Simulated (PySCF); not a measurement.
C4H5F, SMILES C(CF)C#C, singlet, PBE/def2-SVP optimised geometry.

```
10

C      1.67    -0.74     0.01
C      0.45    -0.76     0.00
C     -1.01    -0.76     0.00
C     -1.64     0.64     0.00
F     -1.32     1.32    -1.16
H      2.75    -0.73     0.01
H     -1.39    -1.32    -0.89
H     -1.39    -1.31     0.89
H     -2.75     0.54     0.06
H     -1.29     1.22     0.88
```

Density from PySCF with PBE/def2-TZVP at that geometry.

Minimum of the electron density along straight lines between bonded atoms, close to the bond critical point (lines longer than 1.1 times the sum of covalent radii, or with two minima, are not listed):

```
bond    length / Å  ρ at the minimum / e bohr⁻³  ∇²ρ there / e bohr⁻⁵  position (fraction from the first atom)
------  ----------  ---------------------------  --------------------  ---------------------------------------
C1–C2        1.222                        0.398                 -1.06                                     0.49
C2–C3        1.461                        0.267                 -0.69                                     0.53
C3–C4        1.531                        0.245                 -0.59                                     0.50
C4–F5        1.382                        0.247                 -0.28                                     0.35
C1–H6        1.081                        0.277                 -0.98                                     0.66
C3–H7        1.113                        0.265                 -0.86                                     0.65
C3–H8        1.113                        0.263                 -0.85                                     0.64
C4–H9        1.114                        0.273                 -0.93                                     0.65
C4–H10       1.113                        0.274                 -0.93                                     0.65
```
